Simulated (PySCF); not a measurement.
Dipole response of Cs (caesium, neutral)

[Xe] 6s1, 2S determinant. Calculation: PySCF 2.14, in aug-cc-pVDZ-X2C; scalar relativity by spin-free X2C-1e. Coupled (time-dependent) response in atomic units; α is the mean over directions. A double-zeta set is small for polarisabilities.

```
 method  mean α (bohr³)  C₆ (like pair)   S(−4)
wB97M-V           465.5            8074  205700
```

S(−4) is the Cauchy moment in α(ω) = α(0) + S(−4) ω² + …

Reference α: 400.9 ± 0.7 bohr³ (recommended; Schwerdtfeger and Nagle, table of static dipole polarizabilities (2023 update)). Published C₆: 6660 (Gould and Bucko (2016)).

α(iu) at wB97M-V:

```tsv
u (hartree)	α(iu) (bohr³)
0	465.5
0.0500	225.2
0.100	95.02
0.200	35.82
0.300	21.58
0.500	11.91
0.750	7.065
1.00	4.615
1.50	2.347
2.00	1.395
3.00	0.6474
5.00	0.2389
```

Spin-orbit coupling, which splits the p, d and f shells strongly at this Z, is absent.
